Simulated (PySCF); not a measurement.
Compound: C3H8BFO.
Cartesian coordinates in Å at the PBE0-D3(BJ)/def2-SVP level; atoms count from 1:
```
atom  x, y, z in Å
B1     2.123   -0.801    0.393
O2     1.183   -0.498   -0.522
C3     0.471    0.702   -0.509
F4     0.883    1.430   -1.582
C5    -1.011    0.435   -0.619
C6    -1.574   -0.342    0.557
H7     2.677   -1.866    0.276
H8     2.367   -0.020    1.289
H9     0.727    1.273    0.404
H10   -1.508    1.413   -0.720
H11   -1.171   -0.106   -1.565
H12   -1.427    0.196    1.507
H13   -1.094   -1.328    0.650
H14   -2.654   -0.508    0.436
```

Theory: PBE0-D3(BJ)/def2-SVP geometry optimisation, gas phase in PySCF 2.14.0.

Masses are those of the commonest isotopes; rigid-rotor values at the optimised geometry. The values belong to one conformer with, in the numbering `[BH2:1][O:2][C@@H:3]([F:4])[CH2:5][CH3:6]`, H–B1–O2–C3 180° and 1°, B1–O2–C3–F4 111°, O2–C3–C5–C6 64°.

**Question.** Give the principal moments of inertia and the rotational constants in MHz.

**Answer.** Ia = 118.09, Ib = 162.89, Ic = 256.69 u·Å²; 505379 MHz·u·Å²/I gives A = 4280, B = 3103, C = 1969 MHz.

**Question.** What kind of rotor is it?

**Answer.** An asymmetric top. Ray's parameter κ = (2B − A − C)/(A − C) = -0.019; −1 is the prolate and +1 the oblate limit.

**Question.** Is it planar, by Δ = Ic − Ia − Ib?

**Answer.** Not planar: Δ = Ic − Ia − Ib = -24.29 u·Å². For a rigid frame Δ = −2 Σ m c², so Σ m c² = 12.14 u·Å² lies off the ab plane: 7.44 from hydrogen and 4.70 from heavier atoms. The atom farthest from that plane is 1.38 Å away.

**Question.** Give the other two planar moments, Paa and Pbb, and the rms extents of the mass along the axes.

**Answer.** Paa = Σ m a² = (Ib + Ic − Ia)/2 = 150.74 and Pbb = Σ m b² = (Ia + Ic − Ib)/2 = 105.94 u·Å². With the mass M = 90.07 u, the rms extents √(P/M) along a, b and c are 1.29, 1.08, 0.37 Å.

**Question.** Which lines would a microwave search look for?

**Answer.** The dipole components are |μa| = 1.73 D, |μb| = 0.52 D, |μc| = 0.88 D. Intensities carry the squares of the components, which stand as 1.00 : 0.09 : 0.26 (a : b : c). Some lines, for components of 0.1 D or more:

```json
{"type": "c", "branch": "Q", "J(Ka,Kc)": "4(2,3) ← 4(1,3)", "MHz": "1116", "lower level (cm⁻¹)": "1.873"}
{"type": "a", "branch": "Q", "J(Ka,Kc)": "1(1,0) ← 1(1,1)", "MHz": "1134", "lower level (cm⁻¹)": "0.208"}
{"type": "c", "branch": "Q", "J(Ka,Kc)": "3(2,2) ← 3(1,2)", "MHz": "2269", "lower level (cm⁻¹)": "1.172"}
{"type": "b", "branch": "Q", "J(Ka,Kc)": "1(1,0) ← 1(0,1)", "MHz": "2311", "lower level (cm⁻¹)": "0.169"}
{"type": "b", "branch": "Q", "J(Ka,Kc)": "4(2,2) ← 4(1,3)", "MHz": "6032", "lower level (cm⁻¹)": "1.873"}
{"type": "b", "branch": "Q", "J(Ka,Kc)": "3(1,2) ← 3(0,3)", "MHz": "6827", "lower level (cm⁻¹)": "0.944"}
{"type": "c", "branch": "R", "J(Ka,Kc)": "1(1,0) ← 0(0,0)", "MHz": "7382", "lower level (cm⁻¹)": "0.000"}
{"type": "b", "branch": "R", "J(Ka,Kc)": "2(0,2) ← 1(1,1)", "MHz": "8451", "lower level (cm⁻¹)": "0.208"}
{"type": "a", "branch": "R", "J(Ka,Kc)": "2(0,2) ← 1(0,1)", "MHz": "9628", "lower level (cm⁻¹)": "0.169"}
{"type": "a", "branch": "R", "J(Ka,Kc)": "2(1,1) ← 1(1,0)", "MHz": "11277", "lower level (cm⁻¹)": "0.246"}
{"type": "a", "branch": "R", "J(Ka,Kc)": "3(0,3) ← 2(0,2)", "MHz": "13609", "lower level (cm⁻¹)": "0.490"}
{"type": "a", "branch": "R", "J(Ka,Kc)": "3(2,2) ← 2(2,1)", "MHz": "15214", "lower level (cm⁻¹)": "0.740"}
{"type": "b", "branch": "R", "J(Ka,Kc)": "4(2,2) ← 3(3,1)", "MHz": "15787", "lower level (cm⁻¹)": "1.548"}
{"type": "c", "branch": "R", "J(Ka,Kc)": "2(2,1) ← 1(1,1)", "MHz": "15942", "lower level (cm⁻¹)": "0.208"}
{"type": "a", "branch": "R", "J(Ka,Kc)": "3(2,1) ← 2(2,0)", "MHz": "16820", "lower level (cm⁻¹)": "0.757"}
{"type": "b", "branch": "R", "J(Ka,Kc)": "4(1,4) ← 3(0,3)", "MHz": "17498", "lower level (cm⁻¹)": "0.944"}
{"type": "b", "branch": "R", "J(Ka,Kc)": "4(1,3) ← 3(2,2)", "MHz": "18749", "lower level (cm⁻¹)": "1.248"}
{"type": "c", "branch": "R", "J(Ka,Kc)": "3(1,2) ← 2(0,2)", "MHz": "20436", "lower level (cm⁻¹)": "0.490"}
{"type": "b", "branch": "R", "J(Ka,Kc)": "4(3,2) ← 3(2,1)", "MHz": "27869", "lower level (cm⁻¹)": "1.318"}
{"type": "c", "branch": "R", "J(Ka,Kc)": "4(2,3) ← 3(1,3)", "MHz": "28771", "lower level (cm⁻¹)": "0.951"}
{"type": "c", "branch": "R", "J(Ka,Kc)": "4(3,2) ← 3(2,2)", "MHz": "29989", "lower level (cm⁻¹)": "1.248"}
{"type": "c", "branch": "R", "J(Ka,Kc)": "4(4,1) ← 3(3,1)", "MHz": "32642", "lower level (cm⁻¹)": "1.548"}
{"type": "b", "branch": "R", "J(Ka,Kc)": "4(4,0) ← 3(3,1)", "MHz": "32686", "lower level (cm⁻¹)": "1.548"}
{"type": "b", "branch": "R", "J(Ka,Kc)": "4(2,2) ← 3(1,3)", "MHz": "33688", "lower level (cm⁻¹)": "0.951"}
```

**Question.** Estimate the classical rotational partition function at 25 K, 50 K and 500 K.

**Answer.** Point group C1, symmetry number σ = 1; q = (√π/σ)·√((kT/h)³/(ABC)), k/h = 20836.6 MHz/K: 4120 at 25 K, 11700 at 50 K, 369000 at 500 K.

Not checked by PBE0-D3(BJ)/def2-SVP frequencies. Constants of a rigid frame at the computed geometry: no zero-point averaging, no centrifugal distortion. A rigid rotor knows nothing of internal rotation, which can split or shift real lines. Quadrupole hyperfine structure (11B) is left out.

The run took 35 s of wall time on an Arm Neoverse V1 with one thread, shared host, and the process peaked at 0.49 GiB of memory. This is the geometry optimisation.
